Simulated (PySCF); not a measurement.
Predicted microwave data (PBE0/def2-SVPD in PySCF (dipole) on a GFN2-xTB geometry, gas phase) for one isomer of C9H8:

```
Rotational constants : A = 3824, B = 1609, C = 1141 MHz
Dipole components    : |μa| = 0.62 D, |μb| = 0.42 D, |μc| = 0.00 D
Inertial defect      : -3.12 u·Å²
κ                    : -0.65
```

Task: Which candidate fits, each taken in the one conformer that was computed?
A. indene, `c1ccc2c(CC=C2)c1`
B. `[CH:1]#[C:2]/[CH:3]=[CH:4]/[C@@H:5]1[CH2:6][C@H:7]1[C:8]#[CH:9]` with C3–C4–C5–C6 -150°
C. `[CH:1]#[C:2][CH2:3][C:4]1=[CH:5][C:6](=[CH2:7])[C:8]1=[CH2:9]` with C2–C3–C4–C5 0°

Result: A. It is C1=Cc2ccccc2C1, an asymmetric top, point group Cs. The candidates at the same level (rigid rotor, commonest isotopes):

```
                   SMILES  A (MHz)  B (MHz)  C (MHz)  μa (D)  μb (D)  μc (D)  Δ (u·Å²)  point group                        rotor
           C1=Cc2ccccc2C1     3824     1609     1141    0.62    0.42    0.00     -3.12           Cs               asymmetric top
C#C/C=C/[C@@H]1C[C@H]1C#C     5443    633.4    597.1    0.51    0.74    0.04    -44.41           C1  near-prolate asymmetric top
        C#CCC1=CC(=C)C1=C     3594     1014    794.8    0.54    0.34    0.00     -3.15           Cs               asymmetric top
```

`C#CCC1=CC(=C)C1=C` has B 37 % too low; `C#C/C=C/[C@@H]1C[C@H]1C#C` has B 61 % too low. In the right answer the mirror of this Cs structure is the ab plane, so μc vanishes by symmetry. No structure here is proved a minimum.
